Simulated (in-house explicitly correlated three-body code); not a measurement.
Computed with an exponentially correlated three-body code. Model: two electrons around a point charge, non-relativistic, variational in 260 exponentially correlated functions (energies converged to about 1e-7 hartree, or 1e-8 relative for large Z).

Command:
```bash
python run_hyl.py task.json out
```
Settings (lengths in bohr, energies in hartree):
```
Z                      3
nuclear_mass           2
interaction_strength   1
functions              260
states_tried           13
```

Run time, properties included: 41 s on 1 thread of Arm Neoverse V1 (shared host).

**Those bound S and P states to n = 4 that converged, binding against the one-electron ion.**

Given: nuclear charge 3; mass of the centre 2 electron masses.

Computed: one-electron threshold -3 hartree.

| term | energy (hartree) | binding (eV) |
| --- | --- | --- |
| 1 1S | -4.88370182 | 51.258 |
| 2 3P | -3.49605327 | 13.498 |
| 2 3S | -3.41692066 | 11.345 |
| 2 1S | -3.39902123 | 10.858 |
| 2 1P | ? | ? |
| 3 3P | ? | ? |
| 3 3S | -3.17830226 | 4.8519 |
| 3 1S | -3.17306472 | 4.7093 |
| 3 1P | -3.14728758 | 4.0079 |
| 4 3S | -3.09853266 | 2.6812 |
| 4 1S | -3.09635339 | 2.6219 |

What belongs in the row 2 1P?

energy (hartree): -3.31392215; binding (eV): 8.5423.

What belongs in the row 3 3P?

energy (hartree): -3.19131123; binding (eV): 5.2058.

**Converged states only, values per electron or pair.**

```json
{"term": "1 1S", "mean r (bohr)": "0.84453", "mean r squared (bohr²)": "0.96627", "mean inverse r (1/bohr)": "1.8157", "mean r12 (bohr)": "1.1873", "mean inverse r12 (1/bohr)": "1.1271", "mean cosine": "0.080141", "mean p1 dot p2 (bohr⁻²)": "-0.26122", "delta r1 (bohr⁻³)": "2.0864", "delta r12 (bohr⁻³)": "0.18036"}
{"term": "2 3P", "mean r (bohr)": "1.633", "mean r squared (bohr²)": "4.2357", "mean inverse r (1/bohr)": "1.2425", "mean r12 (bohr)": "2.6515", "mean inverse r12 (1/bohr)": "0.46312", "mean cosine": "-0.022515", "mean p1 dot p2 (bohr⁻²)": "-0.497", "delta r1 (bohr⁻³)": "1.2355", "delta r12 (bohr⁻³)": "-"}
{"term": "2 3S", "mean r (bohr)": "2.1972", "mean r squared (bohr²)": "8.0779", "mean inverse r (1/bohr)": "1.1918", "mean r12 (bohr)": "3.7014", "mean inverse r12 (1/bohr)": "0.31711", "mean cosine": "0.046608", "mean p1 dot p2 (bohr⁻²)": "-0.048785", "delta r1 (bohr⁻³)": "1.3578", "delta r12 (bohr⁻³)": "-"}
{"term": "2 1S", "mean r (bohr)": "?", "mean r squared (bohr²)": "?", "mean inverse r (1/bohr)": "?", "mean r12 (bohr)": "?", "mean inverse r12 (1/bohr)": "?", "mean cosine": "?", "mean p1 dot p2 (bohr⁻²)": "?", "delta r1 (bohr⁻³)": "?", "delta r12 (bohr⁻³)": "?"}
{"term": "2 1P", "mean r (bohr)": "2.4668", "mean r squared (bohr²)": "10.597", "mean inverse r (1/bohr)": "1.1526", "mean r12 (bohr)": "4.2165", "mean inverse r12 (1/bohr)": "0.28767", "mean cosine": "0.046212", "mean p1 dot p2 (bohr⁻²)": "-0.039825", "delta r1 (bohr⁻³)": "1.298", "delta r12 (bohr⁻³)": "0.00081926"}
{"term": "3 3P", "mean r (bohr)": "4.0187", "mean r squared (bohr²)": "30.781", "mean inverse r (1/bohr)": "1.0936", "mean r12 (bohr)": "7.321", "mean inverse r12 (1/bohr)": "0.17924", "mean cosine": "0.012034", "mean p1 dot p2 (bohr⁻²)": "-0.125", "delta r1 (bohr⁻³)": "1.272", "delta r12 (bohr⁻³)": "-"}
{"term": "3 3S", "mean r (bohr)": "4.5922", "mean r squared (bohr²)": "40.744", "mean inverse r (1/bohr)": "1.0847", "mean r12 (bohr)": "8.4567", "mean inverse r12 (1/bohr)": "0.15157", "mean cosine": "0.022213", "mean p1 dot p2 (bohr⁻²)": "-0.04653", "delta r1 (bohr⁻³)": "1.297", "delta r12 (bohr⁻³)": "-"}
{"term": "3 1S", "mean r (bohr)": "4.7176", "mean r squared (bohr²)": "43.202", "mean inverse r (1/bohr)": "1.0847", "mean r12 (bohr)": "8.7082", "mean inverse r12 (1/bohr)": "0.16214", "mean cosine": "0.015406", "mean p1 dot p2 (bohr⁻²)": "-0.080074", "delta r1 (bohr⁻³)": "1.2958", "delta r12 (bohr⁻³)": "0.0082539"}
{"term": "3 1P", "mean r (bohr)": "?", "mean r squared (bohr²)": "?", "mean inverse r (1/bohr)": "?", "mean r12 (bohr)": "?", "mean inverse r12 (1/bohr)": "?", "mean cosine": "?", "mean p1 dot p2 (bohr⁻²)": "?", "delta r1 (bohr⁻³)": "?", "delta r12 (bohr⁻³)": "?"}
{"term": "4 3S", "mean r (bohr)": "7.994", "mean r squared (bohr²)": "130.96", "mean inverse r (1/bohr)": "1.0475", "mean r12 (bohr)": "15.249", "mean inverse r12 (1/bohr)": "0.087686", "mean cosine": "0.013202", "mean p1 dot p2 (bohr⁻²)": "-0.031978", "delta r1 (bohr⁻³)": "1.283", "delta r12 (bohr⁻³)": "-"}
{"term": "4 1S", "mean r (bohr)": "8.166", "mean r squared (bohr²)": "136.91", "mean inverse r (1/bohr)": "1.0474", "mean r12 (bohr)": "15.594", "mean inverse r12 (1/bohr)": "0.091804", "mean cosine": "0.010449", "mean p1 dot p2 (bohr⁻²)": "-0.045197", "delta r1 (bohr⁻³)": "1.2826", "delta r12 (bohr⁻³)": "0.0034257"}
```

What belongs in the row 2 1S?

mean r (bohr): 2.264; mean r squared (bohr²): 8.7173; mean inverse r (1/bohr): 1.1932; mean r12 (bohr): 3.8391; mean inverse r12 (1/bohr): 0.36125; mean cosine: 0.020026; mean p1 dot p2 (bohr⁻²): -0.18533; delta r1 (bohr⁻³): 1.3516; delta r12 (bohr⁻³): 0.028921.

What belongs in the row 3 1P?

mean r (bohr): 5.1475; mean r squared (bohr²): 52.486; mean inverse r (1/bohr): 1.0725; mean r12 (bohr): 9.5593; mean inverse r12 (1/bohr): 0.14056; mean cosine: 0.022922; mean p1 dot p2 (bohr⁻²): -0.034777; delta r1 (bohr⁻³): 1.2806; delta r12 (bohr⁻³): 0.00034686.
